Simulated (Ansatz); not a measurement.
`PBS` + `O[SiH]([SiH3])O[SiH3]` → `O[SiH]([SiH3])P` + `[SiH3]OBS`  (redistribution)

Calculated with Ansatz (gas phase, PBE0-D4/def2-TZVP geometries, no zero-point term in ΔE). CBS: MP2 limit from def2 TZ/QZ plus the TZ coupled-cluster correction, frozen cores. DFT in def2-TZVPP. B3LYP here is the variant with VWN-RPA as its local correlation; programs differ in this. One conformer a species, not always the lowest.

(1) Is it downhill or uphill in electronic energy at CCSD(T)/CBS, and by how much? (Estimate.)

(2) What do these levels give: r2SCAN-D4, B3LYP-D4, PBE, r2SCAN, PBE0, B3LYP, MP2/def2-TZVPP, SCS-MP2/def2-TZVPP, CCSD/def2-TZVPP, HF/def2-QZVPP, MP2/CBS(def2), CCSD/CBS(def2)? (Estimate.)

Largest T1 diagnostic among the species: 0.016.

Answers

(1) The calculation gave: Nearly level: ΔE = +2.0 kJ/mol.

(2) The calculation gave: r2SCAN-D4 0.9, B3LYP-D4 -1.1, PBE -7.1, r2SCAN 0.8, PBE0 -4.8, B3LYP -1.3, MP2/def2-TZVPP 3.1, SCS-MP2/def2-TZVPP 4.1, CCSD/def2-TZVPP 2.8, HF/def2-QZVPP 5.6, MP2/CBS(def2) 3.1, CCSD/CBS(def2) 2.8 kJ/mol.
